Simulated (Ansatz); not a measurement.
Two members of one family (Series BMe2X), computed with Ansatz in the gas phase. The two geometries come from different levels. Binding counts from free atoms in the multiplicity of their measured ground term, without zero-point energy. A dash marks a value that wasn't run or was left out as unsound. The structures are stationary points that may keep the symmetry of their start.

First: BMe2(PMe2) (singlet, charge 0, r2SCAN-D4/def2-SVP geometry).

```xyz
18

B     0.8612    0.1026    0.3867
C     1.5792    1.4713    0.0707
H     1.7465    1.5026   -1.0255
H     2.5756    1.5606    0.5354
H     0.9944    2.3733    0.3135
C     1.7256   -1.1799    0.6910
H     2.3690   -1.3821   -0.1855
H     1.1732   -2.1039    0.9203
H     2.4273   -0.9813    1.5212
P    -1.0134    0.0582    0.5576
C    -1.6426   -1.5720   -0.0590
C    -1.7465    1.2755   -0.6295
H    -1.4362   -1.7325   -1.1288
H    -2.7294   -1.6371    0.1054
H    -1.1714   -2.3826    0.5168
H    -1.5349    1.0260   -1.6824
H    -2.8370    1.3248   -0.4904
H    -1.3406    2.2766   -0.4177
```

```
              level  HOMO (eV)  LUMO (eV)  gap (eV)  vertical IE (eV)  vertical triplet (eV)  binding per atom (eV)
    PBE-D4/def2-SVP      -4.91      -1.46      3.45                 –                      –                   4.00
   PBE-D4/def2-TZVP      -5.03      -1.64      3.39              7.85                   3.09                   3.98
r2SCAN-D4/def2-TZVP      -5.19      -1.35      3.83                 –                   3.03                   3.93
  PBE0-D4/def2-TZVP      -6.04      -0.75      5.29              7.90                   3.16                   3.94
  ωB97X-V/def2-TZVP      -8.27       1.32      9.59              7.98                      –                   3.93
```

Second: BMe2(iPr) (singlet, charge 0, PBE-D4/def2-SVP geometry).

```xyz
19

B    -0.148    0.770   -0.109
C    -1.252    1.697   -0.747
H    -2.258    1.503   -0.318
H    -1.345    1.397   -1.819
H    -1.047    2.786   -0.727
C     1.232    1.378    0.353
H     1.033    1.851    1.345
H     1.582    2.209   -0.295
H     2.058    0.656    0.509
C    -0.431   -0.791    0.038
C    -0.115   -1.324    1.447
C     0.404   -1.531   -1.030
H    -1.505   -0.995   -0.178
H    -0.730   -0.831    2.228
H     0.950   -1.162    1.715
H    -0.307   -2.417    1.519
H     0.222   -2.627   -0.993
H     0.166   -1.193   -2.061
H     1.493   -1.374   -0.874
```

Estimate the same table for the second.


```json
{"level": "PBE-D4/def2-SVP", "HOMO (eV)": "-6.38", "LUMO (eV)": "-1.16", "gap (eV)": "5.22", "vertical IE (eV)": "–", "vertical triplet (eV)": "–", "binding per atom (eV)": "4.17"}
{"level": "PBE-D4/def2-TZVP", "HOMO (eV)": "-6.48", "LUMO (eV)": "-1.28", "gap (eV)": "5.20", "vertical IE (eV)": "9.38", "vertical triplet (eV)": "4.99", "binding per atom (eV)": "4.14"}
{"level": "r2SCAN-D4/def2-TZVP", "HOMO (eV)": "-6.72", "LUMO (eV)": "-0.88", "gap (eV)": "5.84", "vertical IE (eV)": "–", "vertical triplet (eV)": "5.06", "binding per atom (eV)": "4.09"}
{"level": "PBE0-D4/def2-TZVP", "HOMO (eV)": "-7.80", "LUMO (eV)": "-0.25", "gap (eV)": "7.54", "vertical IE (eV)": "9.70", "vertical triplet (eV)": "5.31", "binding per atom (eV)": "4.10"}
{"level": "ωB97X-V/def2-TZVP", "HOMO (eV)": "-10.20", "LUMO (eV)": "1.96", "gap (eV)": "12.16", "vertical IE (eV)": "9.93", "vertical triplet (eV)": "–", "binding per atom (eV)": "4.08"}
```
